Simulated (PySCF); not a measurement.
**Radial density of Sc²⁺ (scandium, charge +2)**

wB97X, [Ar] 4p1, 2P determinant (an excited configuration). Computed with PySCF 2.14 in aug-cc-pVTZ (8s7p5d3f2g, 93 functions), with no relativity, point nucleus.

| r (bohr) | 4πr²ρ (e/bohr) | 4πr²(ρα − ρβ) |
| --- | --- | --- |
| 0.00131 | 0.1258 | 0.0000 |
| 0.00220 | 0.3427 | 0.0000 |
| 0.00370 | 0.9105 | 0.0000 |
| 0.00622 | 2.317 | 0.0000 |
| 0.0105 | 5.487 | 0.0001 |
| 0.0176 | 11.52 | 0.0002 |
| 0.0296 | 19.81 | 0.0007 |
| 0.0498 | 24.75 | 0.0027 |
| 0.0838 | 20.69 | 0.0101 |
| 0.141 | 19.38 | 0.0252 |
| 0.237 | 26.35 | 0.0237 |
| 0.399 | 14.83 | 0.0003 |
| 0.671 | 6.992 | 0.0728 |
| 1.13 | 7.699 | 0.0335 |
| 1.90 | 1.439 | 0.0979 |
| 3.19 | 0.4014 | 0.3828 |
| 5.37 | 0.07744 | 0.0774 |
| 9.03 | 0.0002658 | 0.0003 |
